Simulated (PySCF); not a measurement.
Electronic absorption of C5H11FSi

Species: C₅H₁₁FSi.
Geometry (GFN2-xTB, Å), atoms numbered from 1 in this order:
```xyz
18
C5H11FSi angstrom
F      1.950   -1.272    1.370
C      2.029   -0.812    0.076
C      0.734   -0.120   -0.337
C     -0.469   -1.065   -0.269
C     -1.731   -0.254   -0.567
Si    -1.436    1.422    0.293
C      0.424    1.092    0.548
H      2.235   -1.686   -0.551
H      2.879   -0.121    0.043
H      0.866    0.210   -1.373
H     -0.350   -1.898   -0.966
H     -0.526   -1.477    0.740
H     -2.619   -0.784   -0.230
H     -1.834   -0.121   -1.645
H     -1.701    2.562   -0.590
H     -2.160    1.572    1.557
H      0.625    0.829    1.587
H      1.074    1.930    0.301
```

Method used: TDDFT CAM-B3LYP/def2-SVPD, vertical, gas phase, core orbitals frozen in the response in PySCF.

Problem. Predict the UV-vis stick spectrum at this level.

Solution. 

```
state  E (eV)  ν̃ (cm⁻¹)       f   main configurations (H = HOMO, L = LUMO)
   S1    7.74      62460   0.014                                  H→L (82%)
   S2    7.99      64430   0.104                                H→L+1 (82%)
   S3    8.20      66170   0.045                 H-1→L+1 (40%), H-1→L (33%)
   S4    8.26      66650   0.026                 H-1→L (46%), H-1→L+1 (29%)
   S5    8.43      67990   0.012      H→L+2 (24%), H→L+3 (24%), H→L+7 (13%)
   S6    8.61      69410  0.0027  H-3→L+1 (39%), H-2→L+1 (22%), H→L+2 (11%)
   S7    8.73      70430   0.031                                H-2→L (71%)
   S8    8.77      70740   0.055                   H→L+2 (38%), H→L+3 (25%)
```

Triplets, Tamm–Dancoff:

| state | E (eV) | λ (nm) | main configurations (H = HOMO, L = LUMO) |
| --- | --- | --- | --- |
| T1 | 7.31 | 169.5 | H→L+1 (73%) |
| T2 | 7.52 | 164.9 | H→L (73%), H→L+4 (8%) |
| T3 | 7.82 | 158.5 | H-1→L+1 (54%), H-1→L (12%) |

The lowest singlet lies at 7.74 eV (160 nm, vacuum ultraviolet) and is weak; its leading configuration is HOMO→LUMO (82%). The most intense listed level is S2 at 7.99 eV (155 nm, f = 0.104), 0.24 eV above S1. Löwdin shares by element: HOMO carbon 52% or more, silicon 22% (atoms not listed hold the other 26%); LUMO silicon 21%, carbon 15% or more, hydrogen 8% or more (atoms not listed hold the other 56%). Orbital energies (eV): HOMO-3 -10.67, HOMO-2 -10.49, HOMO-1 -10.00, HOMO -9.55, LUMO 1.19, LUMO+1 1.42, LUMO+2 1.76. Of the 8 states listed, 7 reach f = 0.01 and none stays under 0.0005. The oscillator strengths of these states sum to 0.290; summed over the whole spectrum of an exact calculation they would give the number of electrons, 64 (Thomas–Reiche–Kuhn). No computed singlet lies in the visible range (380 to 750 nm); the lowest, at 160 nm, stands 4.48 eV above its violet end (3.26 eV). Singlets were solved by full linear response, triplets in the Tamm–Dancoff approximation.

The run took 2.0 min on one thread, Arm Neoverse N1 (aarch64), on a shared host, and the process peaked at 1.0 GiB of memory.

One conformer stands for the species.

Without π bonds the low states are Rydberg-like; a valence basis with one diffuse set may place them up to an eV too high.
